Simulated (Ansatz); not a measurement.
C$_{3}$H$_{6}$Sn. The species carries charge 0 and has multiplicity 1. Correlated methods include outer-core shells of Sn, which these sets cover unevenly. Sn: def2 effective core potential. The bonds changed during the relaxation, so this is another structure than the one it started from.

```xyz
10

C     0.832    1.291   -0.564
C     0.503    0.040   -0.501
C     0.245   -1.259   -0.521
Sn   -1.483   -0.828    1.328
H     1.595    1.607   -1.272
H     0.372    2.039    0.067
H     0.869   -1.954    0.032
H    -0.439   -1.675   -1.254
H    -2.149    0.558    0.454
H    -0.345    0.181    2.230
```

(1) Give the diagnostics of a CCSD(T)/def2-TZVPP run (frozen core, Ansatz 0.2.0). (Estimate.)

Results:

(1) The calculation gave: T1 = 0.0153, largest single amplitude 0.030, largest double 0.062, (T) share of the correlation energy 4.0 %, 11 CCSD cycles. The RHF solution is stable towards an unrestricted one. T1 lies under the customary mark of 0.02 for closed shells.
